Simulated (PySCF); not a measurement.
**methyl 2-chloroacrylate (SMILES C=C(Cl)C(=O)OC)**

Cartesian coordinates in Å; atom numbers follow the order of the lines, from 1:
```xyz
12

C    -1.4239    2.0326    0.3492
C    -1.2122    0.7249    0.2643
Cl   -2.4646   -0.4353    0.4787
C     0.1465    0.1824   -0.0265
O     1.1113    0.8842   -0.1953
O     0.1685   -1.1466   -0.0757
C     1.4323   -1.7351   -0.3458
H    -2.3930    2.4479    0.5583
H    -0.5950    2.7043    0.2039
H     1.8057   -1.3981   -1.3148
H     2.1517   -1.4516    0.4250
H     1.2739   -2.8101   -0.3474
```

The calculation used GIAO B3LYP/pcSseg-1 magnetisability, rotational g tensor and spin-rotation constants, non-relativistic, gas phase in PySCF 2.14.0. Geometry: GFN2-xTB.

(1) Give the nuclear spin-rotation constants along the inertial axes (H = +C I·J) beside the isotropic shieldings.

(2) How do the rotational constants and the g tensor change when H8, H9, H10, H11, H12 are replaced by deuterium?

Results:

(1) Rotational constants 3.5238, 1.7083, 1.1589 GHz. A star marks the isotopologue with that one atom substituted, in its own axes.
| atom | isotope | Caa (kHz) | Cbb (kHz) | Ccc (kHz) | mean (kHz) | σ (ppm) |
| --- | --- | --- | --- | --- | --- | --- |
| Cl3 | 35Cl | 1.085 | 0.315 | 0.331 | 0.577 | 708.9 |
| H8 | 1H | 0.357 | -0.183 | -0.138 | 0.012 | 25.8 |
| H9 | 1H | -0.151 | 0.083 | -0.133 | -0.067 | 24.9 |
| H10 | 1H | -0.269 | -0.127 | -0.005 | -0.134 | 27.8 |
| H11 | 1H | -0.271 | -0.127 | -0.005 | -0.134 | 27.8 |
| H12 | 1H | -0.373 | 0.093 | -0.124 | -0.135 | 27.9 |
| C1 | 13C* | 1.584 | 0.636 | 0.167 | 0.796 | 48.4 |
| C2 | 13C* | 1.603 | 0.614 | 0.249 | 0.822 | 36.0 |
| C4 | 13C* | 1.675 | 0.668 | 0.313 | 0.885 | 11.6 |
| O5 | 17O* | -1.844 | -1.017 | -0.054 | -0.972 | -78.6 |
| O6 | 17O* | -1.256 | -0.294 | -0.126 | -0.559 | 137.4 |
| C7 | 13C* | 0.534 | 0.407 | 0.253 | 0.398 | 126.4 |

For the geometry as given, no vibrational averaging.

(2) Constants 3.1984, 1.5262, 1.0467 GHz; g -0.0396, -0.0162, -0.0031, against -0.0416, -0.0190, -0.0034 before.
